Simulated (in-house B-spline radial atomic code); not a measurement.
Ba. Computed with a B-spline radial atomic code. Model: non-relativistic spherical atom: semilocal Troullier-Martins pseudo-atom, one channel per l, against all electrons, high spin, G0W0 and RPA with empty states to l = 8, local potential for every l without a channel, a model core (radius 0 = none) keeps its share of the functional.

Without relativity these are model numbers for so heavy an element.

What the tables leave out is listed at the end.

The pseudopotential gives back the lowest level of each angular momentum of its own functional in the configuration it was made in; a second state of the same l is only approximately right. Exact exchange, RPA and GW see the smooth pseudo-orbitals and miss the exchange with the core, for which the functional's share stands in. The column with an uncorrelated core keeps all orbitals and exact exchange, and so separates missing core correlation from pseudisation. Only the three outermost levels and the lowest empty one were computed. RPA here is direct RPA, with no exchange kernel, and its energies carry an (l + 1/2)⁻⁴ tail. A hybrid on a potential with a model core restores only its own semilocal share of the core's exchange.

Command:
```bash
python run_psgw.py task.json out
```
Settings (lengths in bohr, energies in hartree):
```
Z                      56
electrons              56
configuration          [Xe] 6s2
generated_in           [Xe] 6s2
functional             lda,vwn
core_shells            9
radius_factor          1.15
core_correction        False
ion_configuration      [Xe] 6s1
```

Time taken, with all properties: 82 s on 1 thread of Arm Neoverse N1 (shared host).

Given: made with LDA VWN5; model core radius 0 bohr; local radius 1.9 bohr; mean-field start PBE0.

Valence shells of the generating configuration: 5s, 5p, 6s.

Channel: s 1.747, p 1.93, d 2.766 (radii in bohr).

Computed: largest level miss in the spin-unpolarised generating configuration 0.034 eV; valence RPA correlation energy all-electron orbitals -0.41752 hartree; all-electron RPA polarisability, core included 172.38 bohr³; ionisation by mean-field all-electron 4.9632 eV; ionisation by mean-field pseudo minus all 0.05 eV; ionisation by RPA all-electron 5.2939 eV; ionisation by RPA pseudo minus all 0.047 eV.

| level | occupied | mean-field all-electron (eV) | mean-field pseudo minus all (eV) | G0W0 all-electron (eV) | G0W0 uncorrelated core minus all (eV) | G0W0 pseudo minus all (eV) | exchange self-energy all-electron (eV) | exchange self-energy pseudo (eV) |
| --- | --- | --- | --- | --- | --- | --- | --- | --- |
| 6s | 1 | -3.5884 | -0.04 | -5.2094 | 0.049 | -0.039 | -6.0041 | -5.5779 |
| 5d (empty) | 0 | -1.7333 | -0.021 | -0.59825 | 0.066 | -0.019 | -4.4583 | -3.4438 |

Q: What is the valence RPA correlation energy pseudo?

A: -0.44822 hartree.

Q: What is the pseudo-atom RPA polarisability?

A: 168.54 bohr³.

Given: mean-field start Hartree-Fock.

Computed: valence RPA correlation energy pseudo -0.36001 hartree; all-electron RPA polarisability, core included 146.45 bohr³; pseudo-atom RPA polarisability 142.51 bohr³; ionisation by mean-field all-electron 4.1294 eV; ionisation by mean-field pseudo minus all 0.052 eV; ionisation by RPA pseudo minus all 0.046 eV.

```
level  occupied  mean-field all-electron (eV)  mean-field pseudo minus all (eV)  G0W0 all-electron (eV)  G0W0 uncorrelated core minus all (eV)  G0W0 pseudo minus all (eV)  exchange self-energy all-electron (eV)  exchange self-energy pseudo (eV)
   6s         1                       -4.2865                            -0.054                 -5.1516                                  0.044                      -0.031                                 -5.5793                           -5.2592
```

Q: What is the valence RPA correlation energy all-electron orbitals?

A: -0.33176 hartree.

Q: What is the ionisation by RPA all-electron?

A: 4.938 eV.

Among the listed levels the largest G0W0 shift of the pseudo-atom is -0.04 eV, for 6s on the PBE0 start, while leaving the core uncorrelated moves that level by +0.05 eV. The rest, -0.09 eV, comes from pseudisation and the lost core exchange. Not in the tables (levels of low weight, unsolved or above zero; the highest and the empty levels are kept at any weight): the LDA start was refused, since an empty level lay at or below an occupied one; on PBE0 the G0W0 levels 5p (pseudo minus all -0.09 eV, weights 0.23 and 0.30), 5s (pseudo minus all +0.20 eV, weights 0.35 and 0.35); on Hartree-Fock the G0W0 levels 5p (pseudo minus all +0.11 eV, weights 0.87 and 0.88), 5s (pseudo minus all +0.32 eV, weights 0.04 and 0.56).
